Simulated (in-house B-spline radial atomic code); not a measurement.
A fraction x of an electron is removed from 3p in Ga V (Ga4+), starting from [Ar] 3d9 and keeping the highest spin. Level of theory: non-relativistic PBEsol, spin-polarised, spherical fractional occupations, point nucleus; calculated with a B-spline radial code for spherical atoms.

| x | E(x) - E(0) (eV) | 3p down level (eV) |
| --- | --- | --- |
| 0 | 0.0000 | -154.318 |
| 0.1 | 15.5585 | -156.856 |
| 0.22 | 34.5652 | -159.925 |
| 0.35 | ? | ? |
| 0.4 | 63.7693 | -164.574 |
| 0.5 | 80.3568 | -167.179 |
| 0.62 | 100.6068 | -170.325 |
| 0.72 | ? | ? |
| 0.78 | 128.1967 | -174.554 |
| 1 | 167.2436 | -180.430 |

(1) What belongs in the row x = 0.35?

(2) What belongs in the row x = 0.72?

(3) Check Janak's theorem between x = 0.1 and 0.22.

Results:

(1) An energy change of 55.5731 eV; 3p down at -163.277 eV.

(2) An energy change of 117.7712 eV; 3p down at -172.964 eV.

(3) The slope of the energy is 158.39 eV; the orbital levels give 158.39 eV (-ε of the emptying orbital, averaged over the two points).
